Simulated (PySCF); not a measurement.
Si(H)(F)2(OMe) (CH4F2OSi), SMILES CO[SiH](F)F.

Coordinates come from a r2SCAN-D4/def2-SVP optimisation. Other conformers were not sampled.

Calculation: ωB97X/def2-TZVP run with PySCF.

Symmetry labels are those of the subgroup Cs that the program uses (full group Cs).

Computed valence orbital energies around the gap with their symmetry:
```csv
orbital,symmetry,energy (eV)
HOMO−7,A",-15.78
HOMO−6,A',-15.48
HOMO−5,A',-15.18
HOMO−4,A",-14.80
HOMO−3,A",-14.49
HOMO−2,A',-13.35
HOMO−1,A',-12.13
HOMO,A",-11.59
LUMO,A',3.20
LUMO+1,A",3.32
LUMO+2,A',3.41
LUMO+3,A',4.11
```
